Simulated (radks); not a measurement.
The table gives one normalised radial function P(r) = r R(r) of Eu62+ in 1s1 (r in bohr). Calculated with a radial shooting solver on a logarithmic mesh with Libxc functionals: scalar-relativistic Kohn-Sham, SCAN, spin-polarised, spherical densities, finite nucleus; open shells are filled with parallel spins first (spin-orbit coupling, left out, can overturn this in heavy ions); meta-GGA in the generalised Kohn-Sham scheme; Fermi nuclear charge, rms radius 5.1115 fm.

r,P
0.0009274,1.2267
0.001071,1.3817
0.001247,1.5641
0.001452,1.7673
0.001676,1.9803
0.001952,2.2277
0.002272,2.4988
0.002624,2.7775
0.003055,3.0938
0.003556,3.4309
0.004107,3.7659
0.004781,4.1309
0.005566,4.4998
0.006428,4.8432
0.007483,5.1865
0.008711,5.4939
0.01006,5.7344
0.01171,5.9143
0.01363,5.9967
0.01575,5.9657
0.01833,5.8017
0.02134,5.4934
0.02465,5.0694
0.02869,4.4969
0.0334,3.8257
0.03858,3.1388
0.04491,2.4111
0.05228,1.7349
0.06038,1.1842
0.07029,0.7263
0.08183,0.4021

Which n and l does it have? It may be an empty orbital.

Answer. n = 1, l = 0: the number of nodes gives n - l - 1 = 0, the rise at small r (about r^(l+1), flatter next to the nucleus through relativity) gives l, and the extent must fit the shell. The curve is that of 1s up; the table hardly tells the two spins apart. 1s up: eigenvalue -56815 eV, 0 radial nodes, <r> = 0.0220 bohr, 90 % of the charge inside 0.0398 bohr.
